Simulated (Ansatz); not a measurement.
System: C3H3, charge 1, singlet. A triplet may lie lower; no result for it is given here. C3H3+ (parent SMILES [CH2]C#C, singlet).
B3LYP-D3(BJ)/def2-TZVP minimum from Ansatz (an electronic-structure program):
```xyz
6

C      1.3051    -0.1903     0.1600
C      0.1029    -0.0150     0.0126
C     -1.2145     0.1771    -0.1489
H      2.3600    -0.3441     0.2893
H     -1.5876     1.0465    -0.6881
H     -1.9337    -0.5331     0.2564
```
Charge +1, spin multiplicity 1.

Hartree-Fock and CCSD correlation energies in hartree (Ansatz). Open shells are spin-unrestricted; no spin-orbit coupling. Correlated methods leave the cores frozen. No relativity. The restricted determinant of C3H3+ (parent SMILES C#C[CH2], singlet) is unstable towards broken spin symmetry in at least one set run. The spin of C3H3+ (parent SMILES C#C[CH2], singlet) was assumed, and the state is the lowest solution found for it.

```json
[
 {"basis": "cc-pVTZ", "X": "3", "E(HF)": "-114.99006", "E(corr, CCSD)": "-0.44936"},
 {"basis": "cc-pVQZ", "X": "4", "E(HF)": "-114.99699", "E(corr, CCSD)": "-0.47084"},
 {"basis": "cc-pV5Z", "X": "5", "E(HF)": "-114.99860", "E(corr, CCSD)": "withheld"}
]
```

### Question
Fit E(corr) = E∞ + A/X³ to X = 3 and 4, predict X = 5, and compare with the run.

### Answer
A = (-0.44936 - (-0.47084))/(1/27 - 1/64) = 1.0032; E∞ = -0.47084 - A/64 = -0.48651; at X = 5, E∞ + A/125 = -0.47849. The run gave -0.47745, 1.04 mEh above the prediction. The same form on X = 4 and 5 gives E∞ = -0.48439, 2.13 mEh above the first estimate.
